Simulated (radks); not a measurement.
The numbers below are computed, except where a source is named.
How relativity changes the ionisation of neutral silicon ([Ne] 3s2 3p2) to Si+ ([Ne] 3s2 3p1). Spin-unpolarised spherical Kohn-Sham, PBE, point nucleus unless stated (finite: rms radius 3.1224 fm), a radial shooting solver on a logarithmic mesh with Libxc functionals. A level marked "c x" has the speed of light scaled by that factor and shares open shells by 2j + 1; other Dirac levels either fill j = l - 1/2 first or share by 2j + 1.

| level | E(Si) (hartree) | E(Si+) (hartree) | IE (eV) | HOMO | <r> HOMO (bohr) |
|---|---|---|---|---|---|
| non-rel. | -289.20275 | -288.91791 | 7.751 | 3p | 2.794 |
| scalar-rel. | -289.83684 | -289.55240 | 7.740 | 3p | 2.795 |
| scalar-rel., finite nucleus | -289.83665 | -289.55220 | 7.740 | 3p | 2.795 |
| Dirac, 2j+1 shares | -289.83722 | -289.55277 | 7.740 | 3p3/2 | 2.798 |
| Dirac, low j first | -289.83876 | -289.55378 | 7.755 | 3p1/2 | 2.791 |
| Dirac, 2j+1 shares, finite nucleus | -289.83702 | -289.55258 | 7.740 | 3p3/2 | 2.798 |
| Dirac, c x 0.75 | -290.33526 | -290.05113 | 7.732 | 3p3/2 | 2.802 |
| Dirac, c x 1.25 | -289.60805 | -289.32347 | 7.744 | 3p3/2 | 2.797 |
| Dirac, c x 5 | -289.22801 | -288.94318 | 7.750 | 3p3/2 | 2.794 |

NIST Atomic Spectra Database: 8.152 eV (measured). The relativistic part of the total energy of Si is -0.6343 hartree (Dirac, 2j+1 shares, finite nucleus), 0.22 % of the non-relativistic value. Spin polarisation and multiplet splitting of open shells are left out at every level.

Beside tabulated values, note that spin-unpolarised runs miss the spin-polarisation part of the exchange energy of open shells.
